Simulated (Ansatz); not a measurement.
Program: Ansatz. Geometries: PBE0-D4/def2-TZVP. ΔE: electronic, gas phase. CCSD(T)/CBS is the MP2 limit (def2-TZVPP, def2-QZVPP) plus CCSD(T) − MP2 in def2-TZVPP, frozen cores. Double bonds are as drawn, so ΔE can hold a change between cis and trans. Functionals use def2-TZVPP. B3LYP here is the variant with VWN-RPA as its local correlation; programs differ in this. One conformer a species, not always the lowest.

Consider the redistribution: `B/C=C(/B)N` + `[CH3][Al]([CH3])[F]` → `[BH2][Al]([CH3])[CH3]` + `B/C=C(/N)F`.

**Question.** Is it downhill or uphill in electronic energy at CCSD(T)/CBS, and by how much? (Estimate.)

**Answer.** Ansatz gave: Uphill: ΔE = +300.1 kJ/mol.

**Question.** What do these levels give: PBE0-D4, B3LYP-D4, ωB97M-V, r2SCAN, PBE0, B3LYP, HF/def2-TZVPP, MP2/def2-TZVPP, CCSD/def2-TZVPP, CCSD(T)/def2-TZVPP, SCS-MP2/def2-QZVPP, MP2/CBS(def2)? (Best estimate.)

**Answer.** The calculation gave: PBE0-D4 278.4, B3LYP-D4 293.3, ωB97M-V 287.0, r2SCAN 286.5, PBE0 276.7, B3LYP 289.9, HF/def2-TZVPP 277.9, MP2/def2-TZVPP 309.3, CCSD/def2-TZVPP 290.2, CCSD(T)/def2-TZVPP 293.1, SCS-MP2/def2-QZVPP 307.0, MP2/CBS(def2) 316.2 kJ/mol.

Largest T1 diagnostic among the species: 0.014.

In def2-TZVPP, CCSD(T) changes the Hartree–Fock value by +15.3 kJ/mol (the triples alone add +2.9 kJ/mol) and MP2 by +31.4 kJ/mol. The D4 term adds +3.4 kJ/mol with B3LYP and +1.6 kJ/mol with PBE0; it sums over pairs of atoms, weighted by their polarisabilities, and B3LYP, whose exchange is more repulsive, gets the larger term.
